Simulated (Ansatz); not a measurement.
A series at Ga: from `[GaH3]`, ligands are replaced one by one, each step taking up NH₃ and setting free H₂; n counts the steps. Ansatz, PBE0-D4/def2-TZVP geometries. Each molecule was computed in one conformer, which needn't be the lowest.

```csv
n,molecule,"HOMO energy, ωB97M-V/def2-TZVPP (eV)"
0,`[GaH3]`,-10.83
1,`[NH2][GaH2]`,-9.78
2,`[NH2][GaH][NH2]`,-9.08
3,`[NH2][Ga]([NH2])[NH2]`,?
```

Q: By hand: fit a straight line y = ȳ + b (n − n̄) to the 3 given rows and predict n = 3.

A: n̄ = 1.000, ȳ = -9.897; Σ(n − n̄)(y − ȳ) = 1.750, Σ(n − n̄)² = 2.000, so b = 0.875 eV a step. Prediction: -9.897 + (0.875) × (2.000) = -8.15 eV.

Q: By hand: compare with the computed value, -9.16 eV, and give the steps along the whole series.

A: The line misses by -1.01 eV (computed minus predicted). Steps: 1.05, 0.70, -0.08 eV.

The steps change sign along the series, so a line is a poor guide. The highest orbital can change its character along such a series. The miss is 57.7 % of the series' range.
